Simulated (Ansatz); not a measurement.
`F[Si](F)(F)I` → `FI` + `F[Si]F` at 600 K and 1 bar (silylene loss).

Program: Ansatz. Geometries: PBE0-D4/def2-TZVP. ΔE: electronic, gas phase. CBS: MP2 limit from def2 TZ/QZ plus the TZ coupled-cluster correction, frozen cores. This one scheme is used for every species. Elements past krypton have def2 core potentials. For I outer-core shells are correlated without core-valence functions, which leaves a few kJ/mol of doubt a bond.

```
       species  CCSD(T)/CBS energy (Eh)  H − E (kJ/mol)  S (J/(mol·K))
`F[Si](F)(F)I`               -886.14639            72.2          391.4
          `FI`               -397.18768            23.4          260.1
      `F[Si]F`               -488.75686            38.5          291.1
```

H − E and S are ideal-gas, rigid-rotor, harmonic terms from PBE0-D4/def2-TZVP. 1 Eh = 2625.50 kJ/mol, R = 8.31446 J/(mol·K).

Problem. By hand: ΔE, ΔH, ΔS and ΔG.

Solution. ΔE = (-397.18768) + (-488.75686) − (-886.14639) = 0.20185 Eh = 530.0 kJ/mol. Δ(H − E) = 23.4 + 38.5 − 72.2 = -10.3, so ΔH = 519.7 kJ/mol. ΔS = 260.1 + 291.1 − 391.4 = 159.8 J/(mol·K). ΔG = 519.7 − 600 × (159.8)/1000 = 423.8 kJ/mol.

Problem. By hand: the equilibrium constant, and the temperature at which ΔG would vanish if ΔH and ΔS stayed fixed.

Solution. log₁₀ K = −ΔG/(RT ln 10) = -36.9. ΔG = 0 at ΔH/ΔS = 3252 K, far beyond where these terms or the molecules hold.

The number of gas molecules changes by +1, which sets the sign of ΔS. A doubt of 5 kJ/mol in ΔE shifts log₁₀ K by 0.4 here. These are equilibria of isolated gas molecules and say nothing of rates. Largest T1 diagnostic: 0.015 (customary marks: 0.02 for closed shells, 0.045 for open ones).
